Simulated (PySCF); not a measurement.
H₃O, SMILES [OH3+], charge +1.

Coordinates come from a B3LYP-D3(BJ)/def2-TZVPD optimisation.

Calculation: TDA-M06-2X/def2-TZVPD in PySCF 2.14.0.

Vertical excitations; the highest root listed may be one member of a degenerate set. Gas-phase values at a fixed geometry. State labels are in the subgroup Cs.

Computed lowest excited states:
```csv
state,symmetry,energy (eV),λ (nm),f,main pairs
S1,A',11.67,106,0.040,HOMO→LUMO 97 %
S2,A",13.76,90,0.014,HOMO→LUMO+1 (degenerate set)
S3,A',13.76,90,0.014,HOMO→LUMO+2 (degenerate set)
S4,A',16.46,75,0.000,HOMO→LUMO+3 91 %
S5,A',16.52,75,0.001,HOMO→LUMO+5 (degenerate set)
S6,A",16.52,75,0.001,HOMO→LUMO+4 (degenerate set)
S7,A',16.80,74,0.196,HOMO−1→LUMO (degenerate set)
S8,A",16.80,74,0.196,HOMO−2→LUMO (degenerate set)
S9,A',18.18,68,0.133,HOMO→LUMO+6 96 %
S10,A',18.47,67,0.038,HOMO→LUMO+7 90 %
T1,A',10.96,113,0,HOMO→LUMO 94 %
T2,A",13.26,93,0,HOMO→LUMO+1 (degenerate set)
T3,A',13.26,93,0,HOMO→LUMO+2 (degenerate set)
T4,A',15.74,79,0,HOMO−1→LUMO 89 %
```
Triplets are in the Tamm–Dancoff approximation.
